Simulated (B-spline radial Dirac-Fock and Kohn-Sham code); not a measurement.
**Relativistic shifts of the levels of Dy⁴⁺**

System: dysprosium as Dy⁴⁺, [Xe] 4f8.

Both columns are ΔSCF binding energies of the configuration average from a B-spline atomic structure program: non-relativistic Hartree-Fock with a point nucleus, and Dirac-Fock with a finite nucleus and the Coulomb interaction alone, averaged over the two j levels with weights 2j+1.

```tsv
shell	Hartree-Fock (eV)	Dirac-Fock (eV)	shift (eV)	shift (%)
1s	50667.6	54085.2	+3417.57	+6.75
2s	8258.1	9143.1	+885.05	+10.72
2p	7853.0	8137.2	+284.23	+3.62
3s	1909.5	2119.6	+210.17	+11.01
3p	1727.1	1802.1	+75.01	+4.34
3d	1390.7	1375.6	-15.11	-1.09
4s	435.7	485.3	+49.66	+11.40
4p	361.7	377.8	+16.16	+4.47
4d	228.4	224.3	-4.12	-1.80
4f	68.52	62.49	-6.03	-8.80
5s	98.06	106.1	+8.09	+8.25
5p	73.94	75.70	+1.76	+2.38
```

Relativity binds 1s, 2s, 2p, 3s, 3p, 4s, 4p, 5s, 5p more strongly, among those listed most of all 4s in relative terms, and 3d, 4d, 4f more weakly, because the contracted s and p shells screen the nucleus better.

Values without a named source are computed, but for edge energies of neutral atoms, which are taken from tables.
